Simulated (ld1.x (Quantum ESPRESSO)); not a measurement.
## Which change was made? (H, ultrasoft)

H (Z = 1), ultrasoft, made with ld1.x (Quantum ESPRESSO) 7.5 (LDA (PZ), non-relativistic). Core none, reference 1s1. Waves: 1s (bound): rcut 1.25, rcutus 1.45 bohr; 1s channel at 0.8 Ry: rcut 1.25, rcutus 1.45 bohr; 2p channel at 0.3 Ry: rcut 1.30, rcutus 1.50 bohr; 2p channel at 0.65 Ry: rcut 1.30, rcutus 1.50 bohr. Local part: all-electron potential smoothed inside 1.30 bohr (lloc = -1). Core correction: none. Augmentation charge: PSQ, radius 1.00 bohr.

Cutoffs, loose and tight: the cutoffs (Ry, on a coarse ladder) from which the occupation-weighted sum of valence levels, in a spherical-Bessel basis at the reference potential, stays within 10 and 1 mRy of its value at 400 Ry. They do not see the model core or the augmentation charge, which bear on the density cutoff. Test errors are all-electron minus pseudo excitation energies from the reference, over the configurations 1s0.5 (two spin-polarised tests are not counted in the largest error); variants that change the core or the reference have their own tests.

The base gives: outcome: generated; cutoff, loose: 10 Ry; cutoff, tight: 18 Ry; bound ghosts: none.

Task: After one change the result is: outcome: generated; cutoff, loose: 8 Ry; cutoff, tight: 15 Ry; bound ghosts: none. Which change was it?
A. waves 1s (bound): rcut 1.25, rcutus 2.18 bohr; 1s channel at 0.8 Ry: rcut 1.25, rcutus 2.18 bohr
B. waves 1s (bound): rcut 1.25, rcutus 1.68 bohr; 1s channel at 0.8 Ry: rcut 1.25, rcutus 1.68 bohr
C. waves 1s (bound): rcut 1.08, rcutus 1.14 bohr; 1s channel at 0.8 Ry: rcut 1.08, rcutus 1.14 bohr
D. waves 1s (bound): rcut 1.25, rcutus 1.42 bohr; 1s channel at 0.8 Ry: rcut 1.25, rcutus 1.42 bohr

Result: B. The others give: waves 1s (bound): rcut 1.25, rcutus 2.18 bohr; 1s channel at 0.8 Ry: rcut 1.25, rcutus 2.18 bohr → outcome: generated; cutoff, loose: 6 Ry; cutoff, tight: 8 Ry; bound ghosts: none | waves 1s (bound): rcut 1.08, rcutus 1.14 bohr; 1s channel at 0.8 Ry: rcut 1.08, rcutus 1.14 bohr → outcome: generated; cutoff, loose: 18 Ry; cutoff, tight: 30 Ry; bound ghosts: none | waves 1s (bound): rcut 1.25, rcutus 1.42 bohr; 1s channel at 0.8 Ry: rcut 1.25, rcutus 1.42 bohr → outcome: generated; cutoff, loose: 12 Ry; cutoff, tight: 18 Ry; bound ghosts: none.
